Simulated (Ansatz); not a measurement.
`O[SiH]1OC[SiH2]1` at its PBE0-D4/def2-TZVP geometry, where that method's forces vanish. The species carries charge 0 and has multiplicity 1.

```csv
atom,x (Å),y (Å),z (Å)
O1,1.6089,0.7375,1.5772
Si2,0.7372,-0.4152,0.7996
O3,0.9383,-0.4445,-0.8538
C4,-0.2821,0.0642,-1.4423
Si5,-1.3943,0.2011,0.1231
H6,2.4466,0.4811,1.9656
H7,1.1183,-1.7344,1.3751
H8,-0.0839,1.0191,-1.9375
H9,-0.6403,-0.6438,-2.1938
H10,-2.4856,-0.8094,0.1734
H11,-1.9630,1.5444,0.4134
```

(1) For each bond, give half the difference of the two atoms' forces along it (eV/Å; positive pushes the atoms apart) under PBE-D4, r2SCAN-D4, B3LYP-D4, ωB97M-V in def2-TZVPP. (An estimate is asked.)

## Answers

(1) Computed: 
| bond | length (Å) | PBE-D4 | r2SCAN-D4 | B3LYP-D4 | ωB97M-V |
| --- | --- | --- | --- | --- | --- |
| O1–Si2 | 1.641 | 0.26 | 0.04 | 0.11 | 0.13 |
| O1–H6 | 0.958 | 0.33 | 0.01 | -0.02 | -0.06 |
| Si2–O3 | 1.666 | 0.34 | 0.04 | 0.06 | -0.01 |
| Si2–Si5 | 2.320 | -0.03 | 0.04 | 0.14 | 0.04 |
| Si2–H7 | 1.489 | -0.03 | -0.05 | -0.18 | -0.17 |
| O3–C4 | 1.447 | 0.31 | 0.37 | 0.34 | 0.26 |
| C4–Si5 | 1.925 | 0.02 | 0.02 | 0.15 | 0.03 |
| C4–H8 | 1.094 | 0.08 | -0.06 | -0.14 | -0.12 |
| C4–H9 | 1.093 | 0.08 | -0.06 | -0.15 | -0.12 |
| Si5–H10 | 1.488 | 0.06 | -0.03 | -0.11 | -0.11 |
| Si5–H11 | 1.487 | 0.05 | -0.03 | -0.11 | -0.11 |

B3LYP here is the variant with VWN-RPA as its local correlation; programs differ in this.
